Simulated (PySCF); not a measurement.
PySCF input for SiHCl, SMILES Cl[SiH] (connectivity only; charge and spin as stated), neutral, multiplicity 1, PBE/pcSseg-2. Geometry optimised at PBE-D3(BJ)/def2-TZVP. The isomer is the one that the SMILES or the coordinates give; other isomers of the formula were not compared.

```python
import numpy as np
from pyscf import gto, scf, dft
from pyscf.prop.nmr import rks as nmr

mol = gto.M(
    atom='''
    Si    0.11143718    1.10499079    0.00000000
    H    -1.41860927    1.31370108    0.00000000
    Cl   -0.00832419   -0.98726895    0.00000000
    ''',
    basis='pcSseg-2',
    charge=0,
    spin=0,
    max_memory=1600,
    verbose=3,
)
mf = dft.RKS(mol, xc='pbe')
mf.grids.level = 3
mf.conv_tol = 1e-10
mf.max_cycle = 100
mf.kernel()
n = nmr.NMR(mf)
n.verbose = 2
n.max_cycle_cphf = 60
sigma = n.kernel()
print('atom   isotropic/ppm   span/ppm')
for i, s in enumerate(sigma):
    w = np.linalg.eigvalsh((s + s.T) / 2)
    print(f'{mol.atom_symbol(i):2s}{i + 1:3d} {w.mean():14.3f} {w[2] - w[0]:11.3f}')
```

Program output:

```
converged SCF energy = -749.981785538674
atom   isotropic/ppm   span/ppm
Si  1       -274.651    1467.234
H   2         19.988       7.612
Cl  3        257.127    1673.810
```

The run converged.
